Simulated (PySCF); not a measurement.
# Spin–spin coupling constants

Cartesian coordinates in Å; atom numbers follow the order of the lines, from 1:
```xyz
16

C    -1.1304    1.4082    0.0315
N    -0.9127   -0.0004   -0.1841
C    -1.3838   -0.8358    0.8896
Ge    0.5823   -0.5190   -1.1129
C     2.2397   -0.2545   -0.0672
F     2.4024    1.0968    0.1646
H    -2.2043    1.6082    0.2038
H    -0.5742    1.8185    0.9006
H    -0.8279    1.9871   -0.8549
H    -0.8706   -0.6569    1.8598
H    -1.2596   -1.9012    0.6383
H    -2.4629   -0.6667    1.0638
H     0.6596    0.3614   -2.3720
H     0.4237   -2.0175   -1.4406
H     2.1771   -0.7802    0.9016
H     3.1244   -0.6403   -0.6037
```

Indirect spin–spin couplings were computed at B3LYP/pcJ-1 (pcSseg-1 on Ge) (spin–dipole term only in couplings to heteroatoms) (PySCF 2.14.0 with density-fitted response routines) on a PBE0-D3(BJ)/def2-SVP structure, for the isolated molecule, without vibrational or relativistic corrections. Couplings are averaged over pairs made equivalent by symmetry, fast rotation or ring inversion, so a value needn't be that of the named pair in this geometry, while other rotamers aren't included; one pair stands for each set, and the list holds those of at least 0.8 Hz over up to four bonds. One-bond C–F couplings come out tens of Hz too large with common functionals.

Isotopes: ¹³C, ¹⁹F, ¹H, ¹⁵N.

```
    pair  bonds  J (Hz)
  C1, N2      1       ?
  C1, H7      1   138.7
  C5, F6      1  -248.8
 C5, H15      1   152.4
  N2, H7      2    -1.4
 N2, H13      2       ?
 C5, H13      2       ?
 F6, H15      2       ?
  H7, H8      2       ?
H13, H14      2    13.3
H15, H16      2   -12.2
 C1, H10      3     5.8
 C1, H13      3     3.3
 N2, H15      3    -0.8
 F6, H13      3    19.7
H13, H15      3     2.6
H13, H16      3    -1.7
```

Estimate the withheld couplings, with signs.

## Answers


- ¹J(C1,N2) = -7.4 Hz (bond length 1.442 Å)
- ²J(N2,H13) = -8.4 Hz (angle at Ge4 107°)
- ²J(C5,H13) = 17.9 Hz (mean over equivalent pairs that range from 9.7 to 26.1 Hz in this conformer)
- ²J(F6,H15) = 55.6 Hz (angle at C5 109°)
- ²J(H7,H8) = -12.3 Hz (mean over equivalent pairs that range from -15.1 to -9.7 Hz in this conformer)

Relativistic effects of the heavier atoms present are left out.
